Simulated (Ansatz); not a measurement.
The same path of CH8GeSSi (12 atoms, charge 0, multiplicity 1) was run twice with different band settings. The coordinate that changes most is the dihedral S2–C3–Ge4–H12.

Method: Ansatz, RKS PBE-D4/def2-SVP.

Relaxed end points:

```xyz
12
Properties=species:S:1:pos:R:3
Si -0.629 2.407 0.421
S -1.204 0.394 -0.088
C 0.449 -0.411 -0.024
Ge 0.269 -2.339 -0.449
H -1.892 3.220 0.413
H 0.014 2.464 1.783
H 0.350 2.966 -0.579
H 1.139 0.052 -0.760
H 0.895 -0.310 0.987
H -0.328 -2.498 -1.869
H 1.677 -2.990 -0.393
H -0.662 -3.009 0.592
```

```xyz
12
Properties=species:S:1:pos:R:3
Si -0.603 2.379 0.590
S -1.081 0.278 0.610
C 0.419 -0.377 -0.232
Ge 0.274 -2.346 -0.417
H -1.757 3.079 1.250
H 0.670 2.661 1.345
H -0.430 2.887 -0.818
H 0.526 0.067 -1.244
H 1.331 -0.141 0.353
H 1.550 -2.868 -1.129
H 0.155 -2.987 0.987
H -0.978 -2.690 -1.262
```

Common settings: climbing image yes; spring 5.0 eV/Å²; optimiser quadratic models (default); start path through a guess of the saddle point; force threshold 0.05 eV/Å; iteration limit 60; end points relaxed.

| run | movable images |
| --- | --- |
| 1 | 5 |
| 2 | 2 |

(1) What does each run give, and how far can it be trusted?

Answers

(1) Run 1: converged after 8 iterations, highest image 0.050 eV above the first end. A vibrational analysis at the climbing image gives one clearly imaginary mode, 110i cm⁻¹: a first-order saddle point.
Run 2: converged after 6 iterations, highest image 0.045 eV above the first end. The order of the stationary point at the top wasn't checked. So few images can step over the top or miss a turn of the path.
